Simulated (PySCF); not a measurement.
A GIAO shielding run with PySCF 2.14 (density fitting, non-relativistic, gas phase) on `C[C@@H](F)[SiH2][Si@@H]([SiH3])C(Cl)Cl`, C3H11Cl2FSi3:

```
$ OMP_NUM_THREADS=1 python probes_run.py task.json out

{"job": {"kind": "nmr", "xc": "PBE0", "basis": "pcSseg-1"}, "charge": 0, "multiplicity": 1}
C      3.324342     0.400228    -0.534226
C      2.074178     0.544946     0.310040
F      1.381135     1.690856    -0.108935
Si     0.844422    -0.937760     0.190751
Si    -1.236743     0.012791     0.634104
Si    -2.271325     1.386478    -0.950705
C     -2.415006    -1.508623     0.925021
Cl    -4.080201    -0.938118     1.155440
Cl    -2.350345    -2.585799    -0.491137
H      3.880080    -0.471309    -0.201130
H      3.057094     0.268838    -1.579709
H      3.958941     1.280619    -0.448587
H      2.350425     0.760756     1.348255
H      0.984901    -1.468075    -1.172344
H      1.416341    -1.969305     1.073266
H     -1.252695     0.600194     1.994359
H     -2.875602     0.582630    -2.017289
H     -1.281078     2.276537    -1.553371
H     -3.332345     2.212141    -0.366653
H     -2.181668    -2.127347     1.789813
```

Hardware: 1 thread of an Arm Neoverse N1, shared host. The job also computes population analyses, field gradients.

(1) How large is the calculation?

(2) How long does it take, and how much memory does it need?

Results:

(1) 114 electrons, 243 basis functions and 1381 auxiliary functions.

(2) 110 s of wall time, with 14 SCF cycles and 5 response iterations; peak memory 1.1 GiB. Times on a shared host scatter by some tens of per cent.
